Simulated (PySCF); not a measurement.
**Cd (cadmium, neutral) across methods**

[Kr] 4d10 5s1 6s1, high-spin 3S determinant (an excited configuration). Computed with PySCF 2.14 in aug-cc-pVDZ-PP with ECP28MDF, with a scalar-relativistic core potential.

| method | E (hartree) | mean ε 4d β (eV) | mean ε 5s α (eV) | mean ε 6s α (eV) | Σ⟨r²⟩ (bohr²) | ⟨S²⟩ |
| --- | --- | --- | --- | --- | --- | --- |
| PBE0 | -167.4996 | -18.838 | -10.599 | -1.930 | 107.1 | 2.001 |
| LDA | -167.1953 | -16.895 | -10.290 | -1.681 | 106.6 | 2.001 |
| revPBE | -167.5599 | -16.571 | -9.783 | -1.696 | 107.0 | 2.001 |
| MN15 | -167.1376 | -19.663 | -11.441 | -1.372 | 106.2 | 2.000 |
| PBE | -167.5043 | -16.643 | -9.909 | -1.690 | 106.9 | 2.001 |
| UHF | -166.65368 | -24.440 | -12.072 | -2.390 | 108.2 | 2.001 |
| M06-2X | -167.4364 | -21.256 | -11.112 | -2.097 | 108.3 | 2.000 |
| HSE06 | -167.4969 | -18.433 | -10.277 | -1.683 | 107.2 | 2.001 |
| r2SCAN | -167.5514 | -17.019 | -10.054 | -1.627 | 106.8 | 2.002 |

Energies and moments cover only the electrons outside the core potential. The outer electron is Rydberg-like, and this basis confines it to a smaller radius and binds it less than a complete one would.
